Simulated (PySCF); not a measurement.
C3H7FOSi, SMILES O=CC[SiH2]CF.

Geometry: PBE-D3(BJ)/def2-SVP. This is a generated structure with no PubChem entry under its InChIKey; it may be hypothetical. Other conformers were not sampled.

Level of theory: PySCF with PBE-D3(BJ)/def2-SVP.

Frequencies are harmonic and unscaled.

```tsv
mode	ν (cm⁻¹)	IR (km/mol)	moving atoms (share of kinetic energy)
1	40	3.8	O 42 %, C 19 %, F 15 %, H 13 %, Si 11 %
2	71	6.4	H 30 %, C 26 %, O 20 %, F 19 %
3	103	2.4	C 26 %, H 21 %, Si 19 %, O 17 %, F 16 %
4	122	0.9	C 32 %, H 28 %, Si 21 %, F 15 %
5	212	2.4	C 37 %, F 25 %, H 25 %, Si 11 %
6	311	1.3	C 33 %, F 28 %, H 22 %, Si 18 %
7	455	5.8	H 88 %
8	475	12.5	H 42 %, O 28 %, C 26 %
9	578	0.9	H 83 %, Si 8 %
10	617	1.3	C 47 %, H 33 %, Si 17 %
11	688	23.2	C 43 %, Si 30 %, H 26 %
12	757	115.2	H 71 %, C 19 %
13	833	67.4	H 60 %, C 28 %, Si 9 %
14	837	47.7	H 68 %, C 24 %
15	903	76.7	H 93 %
16	922	8.8	H 71 %, C 25 %
17	1003	46.2	C 49 %, H 46 %
18	1039	71.4	C 51 %, F 41 %
19	1099	20.3	H 63 %, C 36 %
20	1121	67.6	H 61 %, C 37 %
21	1200	3.1	H 91 %
22	1262	0.6	H 76 %, C 23 %
23	1354	8.7	H 90 %, C 9 %
24	1376	10.5	H 81 %, C 12 %
25	1404	1.9	H 93 %
26	1786	198.7	C 61 %, O 37 %
27	2177	78.9	H 97 %
28	2193	83.2	H 96 %
29	2746	138.1	H 92 %
30	2938	19.7	H 95 %
31	2985	0.7	H 95 %
32	2994	17.2	H 90 %, C 10 %
33	3067	0.5	H 90 %, C 10 %
```
